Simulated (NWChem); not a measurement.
Two isomers of C$_{2}$H$_{6}$O$_{2}$Si, each optimised at PBE0/def2-SVP with NWChem. Flexible species stand in one conformer each, which need not be the lowest. 

A: O1[SiH2]OCC1
B: O[Si@H]1CCO1

### Question
Which is lower in energy, by how much, and how do their other properties compare?

### Answer
B is lower by 5.6 kcal/mol in electronic energy; with zero-point energies, B − A = -5.7 kcal/mol.
|  | A | B |
|---|---|---|
| highest occupied level (eV) | -7.98 | -7.85 |
| orbital gap (eV) | 8.76 | 9.20 |
| dipole (D) | 1.08 | 2.26 |
| highest harmonic frequency (cm⁻¹) | 3124 | 3929 |
| zero-point energy (kcal/mol) | 52.3 | 52.2 |
